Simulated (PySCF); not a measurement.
Where the electron goes

Compound: C2H9NOSSi.
Cartesian coordinates in Å at the GFN2-xTB level; atoms count from 1:
```xyz
15
C2H9NOSSi angstrom
C     -0.844   -1.845   -0.982
O     -0.060   -0.750   -0.607
Si    -0.562    0.588    0.152
N     -1.800    1.374   -0.749
S      1.234    1.741    0.350
C      2.364    0.495    1.047
H     -1.751   -1.518   -1.492
H     -0.250   -2.468   -1.650
H     -1.128   -2.425   -0.101
H     -1.129    0.316    1.468
H     -1.664    1.465   -1.745
H     -2.172    2.236   -0.386
H      2.017    0.206    2.035
H      3.343    0.957    1.115
H      2.396   -0.364    0.386
```

Method used: TDDFT PBE0/def2-SVPD, vertical, gas phase, core orbitals frozen in the response (PySCF).

Kohn–Sham orbitals with the atoms that hold most of them (Löwdin shares over 4%, at most four atoms; ? is withheld):

```
orbital  ε (eV)                            atoms
 HOMO-3   -8.67    S5 33%, O2 23%, N4 15%, C6 8%
 HOMO-2   -8.35  O2 39%, N4 14%, Si3 10%, C1 10%
 HOMO-1   -7.64                                ?
   HOMO   -6.63                                ?
   LUMO       ?    S5 37%, Si3 14%, C6 9%, N4 8%
 LUMO+1    0.63   Si3 18%, C1 16%, S5 12%, O2 8%
 LUMO+2    0.97   S5 37%, Si3 11%, C1 9%, H10 7%
```

Problem. Which atoms hold the HOMO-1, and with what shares?

Solution. N4 (bonded to Si and 2 H) 43%; S5 (bonded to C and Si) 24%; Si3 (bonded to N, O, S and H) 12%; H10 (bonded to Si) 4%.

Problem. Which atoms hold the HOMO, and with what shares?

Solution. S5 (bonded to C and Si) 72%; C6 (bonded to S and 3 H) 11%; Si3 (bonded to N, O, S and H) 8%.

Problem. What is the LUMO energy, and the HOMO–LUMO gap?

Solution. ε(LUMO) = 0.20 eV; the gap is 6.84 eV (0.2512 hartree).

Problem. The HOMO–LUMO gap is 6.84 eV. Where does the response calculation put the lowest singlet, and from which orbitals?

Solution. S1 is at 5.46 eV (f = 0.0006), 1.38 eV below the gap, made of HOMO→LUMO (92%). 

Problem. Give energy, strength and leading configuration of S1 and S4, and follow the Löwdin shares of the leading atoms from the occupied to the empty orbital.

Solution. 
- S1 (5.46 eV, f 0.0006), HOMO→LUMO (92%): S5 72% → 37%, C6 11% → 9%, Si3 8% → 14%
- S4 (6.57 eV, f 0.013), HOMO-1→LUMO (82%): N4 43% → 8%, S5 24% → 37%, Si3 12% → 14%

Löwdin shares depend on the basis, the more so with diffuse functions.

One conformer stands for the species.
